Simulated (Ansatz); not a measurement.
Two structures of GeSi4H14O, singlet, reached by relaxing down either side of one saddle point (PBE0-D4/def2-TZVP). Energies are electronic, without zero-point energy. Program: Ansatz 0.2.0. Basis: def2-TZVPP and def2-QZVPP. Cores are frozen in the correlated methods. Filled d shells of the heavier atoms are correlated. The def2 sets are not built for correlating such inner shells, so the correlated values are less sure here. Extrapolation: Hartree–Fock as exp(−7.88 √X), correlation as X^−2.97. First:

| atom | x (Å) | y (Å) | z (Å) |
| --- | --- | --- | --- |
| Ge1 | -0.6836 | 0.9633 | 3.2659 |
| H2 | 0.7618 | 0.8501 | 3.7659 |
| H3 | 2.0568 | 0.0738 | 0.9243 |
| O4 | 1.2307 | 0.4949 | 0.6794 |
| Si5 | 0.4422 | -0.1123 | -0.6606 |
| Si6 | 1.7482 | 0.0954 | -2.6021 |
| Si7 | -1.5214 | 1.1270 | -0.9538 |
| Si8 | -0.1040 | -2.3828 | -0.4097 |
| H9 | -1.1000 | -0.3400 | 2.5715 |
| H10 | -0.8169 | 2.1419 | 2.2949 |
| H11 | -1.6103 | 1.1987 | 4.4710 |
| H12 | 1.0396 | -0.5472 | -3.7425 |
| H13 | 3.0622 | -0.5843 | -2.4199 |
| H14 | 2.0047 | 1.5226 | -2.9378 |
| H15 | -2.5302 | 0.8393 | 0.0997 |
| H16 | -1.2326 | 2.5859 | -0.9698 |
| H17 | -2.0893 | 0.7344 | -2.2737 |
| H18 | -0.7354 | -2.8717 | -1.6666 |
| H19 | 1.1247 | -3.1881 | -0.1564 |
| H20 | -1.0472 | -2.6010 | 0.7203 |

Second:

Ge1  (-0.819, 0.971, 2.471)
H2  (3.025, -0.573, 2.306)
H3  (2.473, -0.185, 1.984)
O4  (0.203, 0.810, 1.022)
Si5  (-0.018, 0.083, -0.443)
Si6  (1.811, 0.601, -1.810)
Si7  (-1.981, 0.812, -1.512)
Si8  (-0.178, -2.254, -0.248)
H9  (-1.138, -0.438, 2.994)
H10  (-2.104, 1.712, 2.066)
H11  (0.017, 1.777, 3.469)
H12  (1.616, -0.064, -3.129)
H13  (3.083, 0.113, -1.212)
H14  (1.916, 2.069, -2.029)
H15  (-3.192, 0.457, -0.721)
H16  (-1.977, 2.286, -1.719)
H17  (-2.077, 0.143, -2.839)
H18  (-0.362, -2.838, -1.605)
H19  (1.048, -2.837, 0.362)
H20  (-1.346, -2.644, 0.591)
(Å)

Problem. Which bonds change from the first to the second?

Solution. Si₄H₁₀O ([OH][Si]([SiH3])([SiH3])[SiH3]) + GeH₄ → GeSi₄H₁₂O ([SiH3][Si]([SiH3])([SiH3])[O][GeH3]) + H₂; bonds formed: Ge1–O4, H2–H3; bonds broken: Ge1–H2, H3–O4.

Problem. Give the saddle point's structure and its height above each. (Judge from chemistry; the value comes from the calculation.)

Solution. The calculation gives: 48.18 kcal/mol above the first and 51.10 kcal/mol above the second (CCSD(T) at an estimated basis limit (MP2 extrapolated from triple and quadruple zeta, plus CCSD(T) − MP2 in triple zeta)).
```json
{"atom": "Ge1", "x (Å)": "-0.2812", "y (Å)": "1.0018", "z (Å)": "2.7339"}
{"atom": "H2", "x (Å)": "1.5034", "y (Å)": "0.4564", "z (Å)": "2.8662"}
{"atom": "H3", "x (Å)": "1.3539", "y (Å)": "0.2100", "z (Å)": "1.8120"}
{"atom": "O4", "x (Å)": "0.5311", "y (Å)": "0.2857", "z (Å)": "1.0217"}
{"atom": "Si5", "x (Å)": "0.1270", "y (Å)": "-0.2006", "z (Å)": "-0.5426"}
{"atom": "Si6", "x (Å)": "1.8467", "y (Å)": "0.4292", "z (Å)": "-2.0039"}
{"atom": "Si7", "x (Å)": "-1.8546", "y (Å)": "0.8660", "z (Å)": "-1.1994"}
{"atom": "Si8", "x (Å)": "-0.1841", "y (Å)": "-2.5233", "z (Å)": "-0.6190"}
{"atom": "H9", "x (Å)": "-0.6416", "y (Å)": "-0.0033", "z (Å)": "3.8397"}
{"atom": "H10", "x (Å)": "-1.5789", "y (Å)": "1.2092", "z (Å)": "1.8964"}
{"atom": "H11", "x (Å)": "0.1373", "y (Å)": "2.3975", "z (Å)": "3.2251"}
{"atom": "H12", "x (Å)": "1.5013", "y (Å)": "-0.0354", "z (Å)": "-3.3753"}
{"atom": "H13", "x (Å)": "3.1362", "y (Å)": "-0.1928", "z (Å)": "-1.5964"}
{"atom": "H14", "x (Å)": "2.0123", "y (Å)": "1.9080", "z (Å)": "-2.0207"}
{"atom": "H15", "x (Å)": "-3.0373", "y (Å)": "0.3370", "z (Å)": "-0.4702"}
{"atom": "H16", "x (Å)": "-1.7573", "y (Å)": "2.3341", "z (Å)": "-0.9793"}
{"atom": "H17", "x (Å)": "-2.0417", "y (Å)": "0.6102", "z (Å)": "-2.6552"}
{"atom": "H18", "x (Å)": "-0.5504", "y (Å)": "-2.9175", "z (Å)": "-2.0073"}
{"atom": "H19", "x (Å)": "1.0587", "y (Å)": "-3.2430", "z (Å)": "-0.2281"}
{"atom": "H20", "x (Å)": "-1.2807", "y (Å)": "-2.9293", "z (Å)": "0.3022"}
```

T1 diagnostic: at most 0.015.

Labels in which every atom is bracketed show which atoms are joined, not bond orders.

For scale, one of the runs: CCSD(T)/def2-TZVPP, 443 basis functions, launched by `ansatz run in.yaml --threads 4 --pin off --events-out ev --progress --plain --max-ram 41984MiB --backend cuda --devices 0, --max-vram 37GiB`. Time: 43 s of wall clock on 4 CPU threads of an AMD EPYC 7R13 and a share of one NVIDIA H100; the host was shared. Peak host memory: 1.9 GiB.
